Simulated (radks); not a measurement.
Yb26+, configuration [Kr] 4d8.

Calculated with a radial shooting solver on a logarithmic mesh with Libxc functionals: non-relativistic Kohn-Sham, TPSS, spin-polarised, spherical densities, point nucleus; open shells are filled with parallel spins first (spin-orbit coupling, left out, can overturn this in heavy ions); meta-GGA in the generalised Kohn-Sham scheme; relativity is left out, which matters for an element this heavy.

Energy parts (hartree):
| part | energy |
|---|---|
| total | -13087.5461 |
| kinetic | 13085.0775 |
| electron-nucleus | -29665.9754 |
| Hartree | 3738.5519 |
| exchange-correlation | -245.2002 |

Orbitals (lengths in bohr, moments of r in powers of bohr):
orbital  occ.  eigenvalue (hartree)      <r>      <r^2>      <r^4>
1s up       1             -2119.172  0.02165  0.0006262  9.890e-07
1s down     1             -2119.172  0.02165  0.0006262  9.890e-07
2s up       1             -370.7043  0.09173   0.009866  0.0001636
2s down     1             -370.6384  0.09173   0.009865  0.0001636
2p up       3             -355.5773  0.07770   0.007316  0.0001036
2p down     3             -355.5285  0.07769   0.007315  0.0001036
3s up       1             -107.8218   0.2330    0.06181   0.005674
3s down     1             -107.8009   0.2329    0.06176   0.005663
3p up       3             -100.9946   0.2230    0.05740   0.005102
3p down     3             -100.9671   0.2229    0.05736   0.005092
3d up       5             -88.36144   0.1964    0.04503   0.003523
3d down     5             -88.30706   0.1964    0.04501   0.003519
4s up       1             -43.36686   0.4871     0.2661    0.09873
4s down     1             -43.21130   0.4875     0.2665    0.09906
4p up       3             -40.47158   0.4884     0.2692     0.1028
4p down     3             -40.31582   0.4889     0.2697     0.1032
4d up       5             -35.28699   0.4862     0.2699     0.1077
4d down     3             -35.13092   0.4867     0.2706     0.1083

The highest occupied level is 4d down at -955.96 eV. Virial ratio -V/T = 2.00019. For comparison, the ionisation energy in NIST's Atomic Spectra Database is 971 eV (theoretical). In exact Kohn-Sham theory the highest level is minus the ionisation energy, but local and semilocal functionals leave it too shallow, through self-interaction and a potential that decays too fast; potentials with the right tail come closer.
